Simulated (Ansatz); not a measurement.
Abridged output of a molecular run in Ansatz:

```
Functional definition: HF
1546 factors; integrals over basis functions are off by at most 1.1e-3 eV
mean field evaluation 1: about -73248.8519 eV, gradient 4.6e1 eV
mean field evaluation 2: about -73249.0548 eV, gradient 4.6e1 eV
mean field evaluation 4: about -73253.2430 eV, gradient 3.6e0 eV
mean field evaluation 8: about -73253.2940 eV, gradient 2.6e-1 eV
mean field -73253.29423056 eV, -2692.0089101070 hartree, gradient 1.6e-6 eV, S^2 0.000000; 0 other end points of the search recorded, 0 dependent functions left out
17 core orbitals not correlated: weight in the atoms' cores, before any rotation towards them, 1.000 or more for the frozen orbitals, at most 0.000 for the correlated occupied ones
reference -73253.29423056 eV, -2692.0089101070 hartree; 20, 20 occupied and 216, 216 virtual orbitals, 1546 factors
second order -27.10433745 eV of doubles, -0.00000000 eV of singles
cycle   1  -27.25045277 eV  change   -1.5e-1 eV  update   1.1e-1
cycle   2  -27.95537887 eV  change   -7.0e-1 eV  update   3.1e-2
cycle   3  -28.07656189 eV  change   -1.2e-1 eV  update   1.6e-2
cycle   4  -28.05903595 eV  change    1.8e-2 eV  update   3.5e-3
cycle   5  -28.05833895 eV  change    7.0e-4 eV  update   1.6e-3
cycle   6  -28.05877880 eV  change   -4.4e-4 eV  update   4.3e-4
cycle   7  -28.05853553 eV  change    2.4e-4 eV  update   1.6e-4
cycle   8  -28.05851137 eV  change    2.4e-5 eV  update   5.2e-5
cycle   9  -28.05852847 eV  change   -1.7e-5 eV  update   2.1e-5
perturbative correction -1.09510880 eV, -0.0402445063 hartree
Total energy: -73282.44786784 eV, -2693.0802865158 hartree
```

Its atoms:

Cartesian coordinates in Å:
```
O -0.564 -2.491 -0.253
B -0.028 -1.303 0.139
Cl 1.216 -1.404 1.410
N -0.360 -0.034 -0.360
Ge 0.379 1.579 0.183
H -1.231 -2.413 -0.939
H -1.063 0.036 -1.081
H -0.334 2.640 -0.672
H 0.098 1.807 1.672
H 1.886 1.583 -0.098
```

Problem. Which basis set was used?
A. def2-SVPD
B. def2-QZVPP
C. def2-TZVPP
D. cc-pV(D+d)Z

Solution. C. It gives 253 functions.

Problem. Write the keys of the input that set method, charge and spin (a neutral closed shell needs none for the last two).

Solution. 
```yaml
correlation: {method: ccsd_t}
```
